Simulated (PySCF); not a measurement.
Compound: C4H8FO2S (doublet state).
Z-matrix (Å and degrees, GFN2-xTB geometry), rows numbered from 1:
```
C 
O   1  1.4058
C   2  1.3903  1  115.08
C   3  1.5496  2  114.00  1    85.89
S   4  1.8072  3  111.79  2   -69.19
O   4  1.4084  3  105.82  2   169.38
C   6  1.3711  4  115.26  3  -170.37
F   7  1.3730  6  110.96  4    70.40
H   1  1.1000  2  110.96  3   -61.59
H   1  1.0878  2  106.55  3   179.10
H   1  1.0960  2  111.23  3    59.07
H   3  1.0976  2  112.14  1   -37.58
H   3  1.0942  2  106.97  1  -157.08
H   4  1.0977  3  109.35  2    49.38
H   7  1.1021  6  112.94  4   -48.77
H   7  1.0942  6  107.51  4  -172.47
```

The species is `COC[C@H]([S])OCF` [radical].

Theory: UKS B3LYP, pcH-1 on C F H O S, non-relativistic, mean-field spin-orbit, GIAO (PySCF 2.14.0). One conformer (not necessarily the lowest) at the GFN2-xTB geometry, without solvent, vibrations or thermal averaging. A GFN2-xTB geometry isn't a minimum of the functional, and hyperfine couplings can be far from their values at a DFT geometry, by a factor of two or more for some ions and for spin on atoms past the first row.

Output of the driver script. The program numbers atoms from 0.

```
UKS, coarse grid
  cycle   1  E = -805.54727586  |g| = 6.42e-01
  cycle   2  E = -805.26254412  |g| = 1.08e+00
  cycle   3  E = -805.66202376  |g| = 1.98e-01
  cycle   4  E = -805.67872017  |g| = 5.80e-02
  cycle   5  E = -805.67982827  |g| = 1.99e-02
  cycle   6  E = -805.68000065  |g| = 8.28e-03
  cycle   7  E = -805.68004299  |g| = 2.74e-03
  cycle   8  E = -805.68005445  |g| = 2.12e-03
  cycle   9  E = -805.68006186  |g| = 9.37e-04
UKS, final grid
  cycle   1  E = -805.68001770  |g| = 9.92e-04
  cycle   2  E = -805.68002168  |g| = 1.47e-03
  cycle   3  E = -805.68002368  |g| = 5.81e-04
  cycle   4  E = -805.68002764  |g| = 5.30e-04
  cycle   5  E = -805.68003986  |g| = 1.69e-04
  cycle   6  E = -805.68004004  |g| = 9.16e-05
  cycle   7  E = -805.68004010  |g| = 6.17e-05
  cycle   8  E = -805.68004012  |g| = 2.50e-05
  cycle   9  E = -805.68004012  |g| = 7.23e-06
E = -805.68004012 Eh   <S^2> = 0.7528 (exact 0.7500)
g shifts (ppm)      1          2          3
  rmc          -228       -228       -228
  gc            -16         46         39
  oz_so         256      19704     249741
  total          12      19523     249552
hyperfine (MHz)  atom isotope    a_iso     a_fc   dipolar eigenvalues
    0   13C       4.73       4.73     -3.06     -2.43      5.49
    1   17O      -5.99      -5.99    -10.31      5.08      5.23
    2   13C      24.07      24.07     -5.32     -4.95     10.27
    3   13C     -10.95     -10.95     -3.94     -2.63      6.57
    4   33S      15.56      15.56    -83.60    -82.60    166.20
    5   17O      -2.52      -2.52     -0.80      0.07      0.73
    6   13C       0.36       0.36     -1.67     -0.45      2.12
    7   19F       2.17       2.17     -4.67     -2.02      6.68
    8    1H      25.97      25.97     -7.40     -3.94     11.35
    9    1H       7.56       7.56     -1.94     -1.09      3.03
   10    1H       0.62       0.62     -2.17     -1.04      3.21
   11    1H      -2.70      -2.70     -4.57     -1.23      5.80
   12    1H      23.07      23.07     -2.87     -1.41      4.28
   13    1H      51.80      51.80     -4.18     -2.98      7.16
   14    1H       3.75       3.75     -4.73     -2.75      7.48
   15    1H       0.61       0.61     -1.32     -1.08      2.39
```

Problem. The SCF converged. Why should these EPR parameters still be doubted?

Solution. The largest g shift is +0.250, past the limit of 0.03 at which the run flags a species of elements up to argon. The orbital-Zeeman/spin–orbit term is second order, a sum of spin–orbit matrix elements over excitation energies, so it grows and becomes less reliable as an excited state comes close; a shift this large should be checked with a method that treats spin–orbit coupling variationally or among several states. The contact and dipolar couplings don't rest on that expansion, but they belong to the state that the SCF found, and a close-lying state with the spin in another orbital would have other couplings; no stability test was run. The run left out the spin–orbit part of the hyperfine coupling.

Problem. Where is the spin in this solution (atoms counted from 1)?

Solution. The largest Mulliken spin population is on S5 (+0.92). ⟨S²⟩ = 0.7528 against the exact 0.7500, so spin contamination is small. 

Problem. Average a_iso over equivalent nuclei, turn it into first-order splittings with g = 2.0023, and give the multiplets for abundant isotopes (0.05 mT or more).

Solution. 
| nuclei (from 1) | isotope | I | position | a_iso (MHz) | \|a\| (mT) | splits into |
| --- | --- | --- | --- | --- | --- | --- |
| H14 | 1H | 1/2 | 2 bonds from S5 | 51.8 | 1.85 | 1:1 doublet |
| H13 | 1H | 1/2 | 3 bonds from S5 | 23.1 | 0.82 | 1:1 doublet |
| H9/H10/H11 | 1H | 1/2 | 5 bonds from S5 | 11.4 | 0.41 | 1:3:3:1 quartet |
| H15 | 1H | 1/2 | 4 bonds from S5 | 3.7 | 0.13 | 1:1 doublet |
| H12 | 1H | 1/2 | 3 bonds from S5 | -2.7 | 0.10 | 1:1 doublet |
| F8 | 19F | 1/2 | 4 bonds from S5 | 2.2 | 0.08 | 1:1 doublet |

Nuclei that the bonding pattern makes equivalent are averaged, as if the motion that swaps them (rotation, inversion, ring flip) were fast. The three 1H nuclei of mean +11.4 MHz run from 0.6 to 26.0 MHz in the frozen geometry.
